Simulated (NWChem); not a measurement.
# C$_{3}$H$_{4}$N$_{2}$, triplet; SMILES of the neutral closed-shell parent c1[nH]ncc1

```xyz
9

C     -0.6008     1.0637     0.0871
C      0.7391     0.8983     0.0034
N      1.1000    -0.4342    -0.1235
N     -0.0271    -1.1459     0.1949
C     -1.1669    -0.3104    -0.0431
H     -1.1676     1.9893     0.1667
H      1.5278     1.6515    -0.0005
H     -0.0247    -2.0783    -0.2065
H     -1.8035    -0.5535    -0.9144
```
Atoms are numbered in this order, from 1.

Level: PBE0/def2-SVP, spin-unrestricted (NWChem), optimised geometry, unscaled harmonic frequencies. This spin state was assumed; another may lie lower.

**Question.** List the harmonic frequencies with IR intensities, and the thermochemistry.

**Answer.** 
| frequency (cm⁻¹) | IR intensity (km/mol) |
|---|---|
| 353 | 3.9 |
| 433 | 9.5 |
| 643 | 103.0 |
| 687 | 17.2 |
| 781 | 27.1 |
| 814 | 29.8 |
| 866 | 66.9 |
| 926 | 8.7 |
| 935 | 3.6 |
| 1057 | 5.8 |
| 1065 | 10.0 |
| 1122 | 7.8 |
| 1156 | 3.0 |
| 1290 | 1.6 |
| 1327 | 2.2 |
| 1428 | 31.2 |
| 1574 | 6.0 |
| 3041 | 60.1 |
| 3258 | 1.4 |
| 3287 | 0.5 |
| 3623 | 32.5 |

```
Quantity                                                                                             Result
-----------------------------------------------------------------------------------------  ----------------
zero-point energy                                                                             42.4 kcal/mol
thermal correction to the enthalpy at 298.15 K (with zero-point energy)                       45.6 kcal/mol
heat capacity Cv                                                                           15.1 cal/(mol K)
entropy at 298.15 K and 1 atm (symmetry number 1, electronic part: spin degeneracy alone)  68.8 cal/(mol K)
dipole moment                                                                                        1.54 D
```

Rigid rotor and harmonic oscillator.
